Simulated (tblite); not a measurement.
C3H8BN2Si (doublet state).
Bonds: C1–B2, B2–C3, B2–N4, N4–Si5, Si5–C6, C6–N7 (triple). Hydrogens: H8, H9, H10 on C1; H11, H12, H13 on C3; H14, H15 on Si5.
Bond orders are those of one Lewis drawing.

Computed with GFN2-xTB (tblite), gas phase: L-BFGS steps from a force-field or distance-geometry start until the largest atomic force falls under 0.01 eV/Å.

Step 6: E = -522.8077 eV
```
atom  x, y, z in Å  |  force x, y, z in eV/Å
C1     -1.2366   -1.5135   -0.2797   -0.041  -0.237   0.045
B2     -0.7025   -0.1090   -0.8048   -0.514  -0.108   0.087
C3     -1.5393    1.1321   -0.2546   -0.120   0.243   0.069
N4      0.5711    0.0300   -1.2339    0.400   0.187  -0.031
Si5     1.6104    0.5150    0.0106    0.117   0.183   0.266
C6      3.3133   -0.2363   -0.0608   -0.743   0.205  -0.160
N7      4.3750   -0.6456   -0.0692    0.728  -0.296   0.014
H8     -2.0524   -1.4080    0.4232   -0.162   0.019  -0.020
H9     -0.3973   -1.9605    0.2406   -0.013  -0.266   0.037
H10    -1.5397   -2.1794   -1.0753   -0.020  -0.070  -0.144
H11    -1.1658    2.0881   -0.5968    0.004   0.069  -0.163
H12    -2.6031    1.0739   -0.4260   -0.201  -0.060  -0.171
H13    -1.3896    1.0940    0.8217   -0.002   0.021   0.074
H14     1.7514    1.9689   -0.0383    0.146   0.121  -0.076
H15     1.0007    0.1584    1.3102    0.423  -0.012   0.174
```

Step 7: E = -522.8457 eV
```
atom  x, y, z in Å  |  force x, y, z in eV/Å
C1     -1.2407   -1.5192   -0.2804   -0.025  -0.302   0.063
B2     -0.7124   -0.1127   -0.7759   -0.135  -0.083  -0.292
C3     -1.5476    1.1324   -0.2666   -0.140   0.307   0.206
N4      0.5622    0.0534   -1.2072    0.215   0.066  -0.024
Si5     1.6201    0.5267    0.0215   -0.013   0.189   0.200
C6      3.3036   -0.2444   -0.0784   -0.121   0.029  -0.117
N7      4.3727   -0.6435   -0.0647    0.307  -0.163  -0.017
H8     -2.0603   -1.4021    0.4140   -0.185  -0.095   0.035
H9     -0.4083   -1.9876    0.2301    0.024  -0.192   0.157
H10    -1.5311   -2.1891   -1.0755   -0.133  -0.025  -0.225
H11    -1.1689    2.0884   -0.5950    0.007   0.120  -0.301
H12    -2.6097    1.0723   -0.4371   -0.244  -0.039  -0.158
H13    -1.3860    1.1017    0.8049   -0.085   0.003   0.260
H14     1.7628    1.9759   -0.0463    0.166   0.186  -0.047
H15     1.0392    0.1557    1.3233    0.363  -0.001   0.258
```

Step 8: E = -522.8758 eV
```
atom  x, y, z in Å  |  force x, y, z in eV/Å
C1     -1.2447   -1.5291   -0.2797   -0.015  -0.245   0.036
B2     -0.7205   -0.1167   -0.7583    0.124  -0.030  -0.455
C3     -1.5573    1.1376   -0.2728   -0.107   0.214   0.227
N4      0.5567    0.0734   -1.1852    0.036  -0.024   0.041
Si5     1.6276    0.5397    0.0337   -0.054   0.153   0.088
C6      3.2973   -0.2519   -0.0948    0.389  -0.100  -0.057
N7      4.3727   -0.6434   -0.0613   -0.124  -0.032  -0.061
H8     -2.0699   -1.3992    0.4071   -0.149  -0.202   0.037
H9     -0.4168   -2.0132    0.2245    0.006  -0.117   0.217
H10    -1.5266   -2.1974   -1.0797   -0.200   0.021  -0.231
H11    -1.1714    2.0911   -0.5992   -0.027   0.111  -0.348
H12    -2.6190    1.0703   -0.4490   -0.196   0.005  -0.113
H13    -1.3847    1.1083    0.7961   -0.166   0.018   0.321
H14     1.7751    1.9851   -0.0536    0.178   0.217  -0.019
H15     1.0772    0.1535    1.3389    0.304   0.012   0.315
```

Step 9: E = -522.9178 eV
```
atom  x, y, z in Å  |  force x, y, z in eV/Å
C1     -1.2512   -1.5484   -0.2782   -0.001  -0.071  -0.049
B2     -0.7310   -0.1230   -0.7421    0.339   0.042  -0.469
C3     -1.5739    1.1489   -0.2774   -0.017  -0.002   0.159
N4      0.5502    0.1018   -1.1524   -0.164  -0.133   0.148
Si5     1.6384    0.5615    0.0535   -0.019   0.060  -0.064
C6      3.2924   -0.2630   -0.1196    0.784  -0.144   0.052
N7      4.3736   -0.6456   -0.0582   -0.537   0.076  -0.139
H8     -2.0868   -1.3999    0.3975   -0.041  -0.345  -0.005
H9     -0.4292   -2.0529    0.2214   -0.078   0.012   0.235
H10    -1.5247   -2.2088   -1.0909   -0.249   0.098  -0.163
H11    -1.1757    2.0974   -0.6130   -0.120   0.005  -0.315
H12    -2.6362    1.0678   -0.4685   -0.035   0.081  -0.015
H13    -1.3868    1.1183    0.7906   -0.282   0.067   0.276
H14     1.7972    2.0033   -0.0646    0.183   0.203   0.026
H15     1.1393    0.1506    1.3686    0.236   0.052   0.322
```

Question: Estimate the geometry and energy of step 10. (The exact step hangs on the optimiser's Hessian estimate; all steps are aligned on step 9, rigid shifts and turns removed.)

Answer: E = -522.9522 eV, largest force 0.676 eV/Å
```
atom  x, y, z in Å  |  force x, y, z in eV/Å
C1     -1.2566   -1.5659   -0.2778    0.000   0.095  -0.135
B2     -0.7372   -0.1276   -0.7384    0.330   0.058  -0.281
C3     -1.5877    1.1588   -0.2773    0.056  -0.175   0.037
N4      0.5459    0.1218   -1.1253   -0.199  -0.181   0.208
Si5     1.6479    0.5804    0.0695    0.056  -0.024  -0.126
C6      3.2931   -0.2701   -0.1379    0.664  -0.028   0.125
N7      4.3740   -0.6502   -0.0589   -0.513   0.044  -0.182
H8     -2.1013   -1.4075    0.3898    0.063  -0.413  -0.060
H9     -0.4402   -2.0846    0.2243   -0.171   0.122   0.178
H10    -1.5286   -2.2159   -1.1038   -0.235   0.151  -0.062
H11    -1.1815    2.1026   -0.6312   -0.204  -0.134  -0.205
H12    -2.6510    1.0671   -0.4847    0.129   0.131   0.077
H13    -1.3944    1.1274    0.7927   -0.352   0.118   0.137
H14     1.8187    2.0220   -0.0729    0.171   0.124   0.063
H15     1.1944    0.1496    1.3988    0.205   0.112   0.227
```

The energy changes by -0.0344 eV. The first-order estimate −F·Δx gives -0.0471 eV and the mean of the old and new forces, exact on a quadratic surface, -0.0344 eV. The step makes an angle of 72° with the force vector and moves no atom by more than 0.063 Å.

What follows is the cost of the whole relaxation. On one thread, Arm Neoverse V2 (aarch64), shared host with 96 logical CPUs at a one-minute load of 40, this took 0.82 s wall.
